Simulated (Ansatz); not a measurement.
System: sum formula GeHCl3, net charge -1, doublet state. 
Coordinates optimised at B3LYP-D3(BJ)/def2-TZVP (Ansatz, a program for electronic structure):
```xyz
5

Ge     0.0974     0.0770     0.1674
Cl    -0.5715     2.3839    -0.0816
Cl     2.0845    -1.2912     0.0631
Cl    -1.6933    -1.2394    -0.3982
H     -0.0510     0.0312     1.7283
```
Charge -1, spin multiplicity 2.

Basis-set convergence of Hartree-Fock and CCSD(T) correlation energies (hartree) with Ansatz. Correlated levels leave the core frozen unless marked. Open shells are spin-unrestricted. Spin-orbit coupling is left out. Frozen are the shells of the preceding noble gas and the d and f shells that filled before the atom's block. No relativistic terms. This anion needs diffuse functions, which these sets lack.

```tsv
basis	functions	E(HF)	E(corr, CCSD(T))
def2-SVP	91	-3453.89613	-0.53850
def2-TZVPP	188	[?]	[?]
```

Fill in the missing entries.


- def2-TZVPP, E(HF): -3454.64431
- def2-TZVPP, E(corr, CCSD(T)): -0.77301
